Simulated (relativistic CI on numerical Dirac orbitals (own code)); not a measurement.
How well does a small relativistic CI reproduce Re IV?

Computed by Dirac-Coulomb-Breit CI, orbitals from a KLI potential per configuration, model QED (radiative potential, 1s self-energy scaled to tabulated hydrogen-like ionisation energies), valence Slater integrals scaled by 0.85, P86 correlation energy added to each configuration (own radial code, finite nucleus).

Configuration list (outside the closed core [Kr] 4d10 4f14 5s2): 5p⁶5d⁴, 5p⁶5d³6s, 5p⁶5d³6p, 5p⁶5d³5f, 5p⁶5d³5g, 5p⁶5d²6s6p, 5p⁶5d³6d, 5p⁶5d³7s, 5p⁶5d³7p, 5p⁶5d³8s, 5p⁵5d⁵, 5p⁶5d³7d, 5p⁶5d³6f, 5p⁶5d³8p, 5p⁶5d³8d, 5p⁶5d²5f6s, 5p⁶5d²6p7s, 5p⁶5d²6s², 5p⁶5d6s²6p, 5p⁶5d5f6s², 5p⁶5d5g6s², 5p⁶5d6s²6d, 5p⁶5d6s²7s, 5p⁶5d²5f², 5p⁶5d5f²6s, 5p⁶5d5f²6p, 5p⁶5d5f³, 5p⁶5d5f²5g, 5p⁶5d5f²6d, 5p⁶5d5f²7s, 5p⁶5d²6p², 5p⁶5d6s6p², 5p⁶5d6p³, 5p⁶5d5f6p², 5p⁶5d5g6p², 5p⁶5d6p²6d, 5p⁶5d6p²7s, 5p⁶5d²6s7s, 5p⁶5d6s6p7s, 5p⁶5d5f6s7s, 5p⁶5d5g6s7s, 5p⁶5d6s6d7s, 5p⁶5d6s7s², 5p⁶5d²5g6s, 5p⁶5d5g6s6p, 5p⁶5d5f5g6s, 5p⁶5d5g²6s, 5p⁶5d5g6s6d. Double excitations out of closed p, d and f shells are left out; levels of such configurations are missing from the list, as are those of other unlisted configurations, and high levels can miss mixing partners. These lack a partner that the ground configuration has and come out too high: 5p⁶5d³7p, 5p⁶5d³8s, 5p⁶5d³7d, 5p⁶5d³6f, 5p⁶5d³8p.

```tsv
Configuration	Term (tabulated)	J	Measured (cm⁻¹)	Computed	Error	Purity (%)
5p⁶5d⁴	5D	0	0.0	0	0	72
5p⁶5d⁴	5D	1	3084.1	2490	-594	87
5p⁶5d⁴	5D	2	5978.7	5020	-959	94
5p⁶5d⁴	5D	3	8350.2	7231	-1119	92
5p⁶5d⁴	5D	4	10121.1	9055	-1066	81
5p⁶5d⁴	3H	4	16946.4	16578	-368	59
5p⁶5d⁴	3P	1	19339.9	18453	-887	79
5p⁶5d⁴	3F	2	19850.5	19455	-395	75
5p⁶5d⁴	3H	5	20929.5	20262	-668	79
5p⁶5d⁴	3H	6	22895.9	22137	-759	81
5p⁶5d⁴	3F	3	26475.6	25748	-728	58
5p⁶5d⁴	3D	3	28526.3	27970	-557	73
5p⁶5d⁴	3G	5	30051.7	28811	-1240	78
5p⁶5d⁴	3D	1	31542.7	30785	-758	90
5p⁶5d⁴	1I	6	32395.8	31292	-1104	81
5p⁶5d⁴	1S	0	36484.4	35449	-1035	80
5p⁶5d⁴	1F	3	38457.7	37898	-560	69
5p⁶5d³6s	5F	1	39117.8	42923	3805	91
5p⁶5d³6s	5F	2	41099.6	44902	3802	75
5p⁶5d³6s	5F	3	44328.5	47751	3423	94
5p⁶5d⁴	3P	1	45947.3	45424	-523	90
5p⁶5d⁴	3F	3	46525.2	45617	-908	80
5p⁶5d³6s	5F	4	47703.2	50919	3216	93
5p⁶5d³6s	5F	5	50820.8	53884	3064	85
5p⁶5d³6s	5P	1	53222.2	56849	3627	81
5p⁶5d³6s	3P	0	61519.1	65269	3750	94
5p⁶5d³6s	3P	1	66323.8	69709	3385	60
5p⁶5d³6s	3H	6	67802.2	71069	3267	99
5p⁶5d³6s	3P	0	72990.9	76213	3222	71
5p⁶5d³6s	1H	5	74604.6	78000	3395	86
5p⁶5d³6s	3F	2	75318.4	78857	3538	58
5p⁶5d³6s	3F	3	75421.4	79045	3624	88
5p⁶5d³6s	3P	2	76798.5	80252	3454	63
5p⁶5d³6s	1D	2	78474.9	81725	3251	67
5p⁶5d³6s	1F	3	83520.8	87405	3884	78
5p⁶5d³6p	5G°	2	95642.8	98066	2423	70
5p⁶5d³6p	5G°	3	101184.1	103039	1855	80
5p⁶5d³6p	5G°	4	105653.0	107336	1683	64
```

Measured levels from measured levels as listed in Brasseur, Gamrath and Quinet, At. Data Nucl. Data Tables 157, 101636 (2024); pairs were made by configuration, J and term (by order where the table uses no LS term), so strongly mixed levels may be paired wrongly.

Mean error by configuration (cm⁻¹): 5p⁶5d⁴ -790; 5p⁶5d³6s 3482; 5p⁶5d³6p 1987. Over the excited levels the mean absolute error is 2051 cm⁻¹ (37 of the 69 excited levels that our extract of the source holds in range could be paired, and the others can miss by more), and the median relative error of those above 1,000 cm⁻¹ is 4.5 %. Some levels of the ground configuration have no partner.
